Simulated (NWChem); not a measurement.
# Correlation energy of isocyanic acid (CHNO)

```
C
O 1 1.1649
N 1 1.2104 2 172.97
H 3 1.0086 1 128.31 2 180.00
```
Charge 0, spin multiplicity 1.

The numbers come from NWChem runs, not from measurements. All single points use one geometry, from PBE0/def2-SVP, a minimum by its harmonic frequencies.

Basis set: cc-pVDZ. Each correlation energy counts from its own Hartree-Fock reference.

| method | correlation energy (mHa) | difference from CCSD(T) |
|---|---|---|
| SCS-MP2 | -448.2 | +40.4 |
| RI-MP2 | -466.0 | +22.6 |
| CR-CCSD(T) | -484.4 | +4.2 |
| CCSD(T) | -488.5 | 0.0 |
| CCSD+T(CCSD) | -490.5 | -2.0 |
| MP2 | -465.8 | +22.7 |
| CR-CCSD[T] | -485.9 | +2.7 |
| CCSD | -469.9 | +18.7 |

The values span 42.4 mHa, from CCSD+T(CCSD) (lowest) to SCS-MP2 (highest). 

The correlated methods keep 3 core orbitals frozen. Coupled-cluster values serve here as a point of comparison, not as the truth.
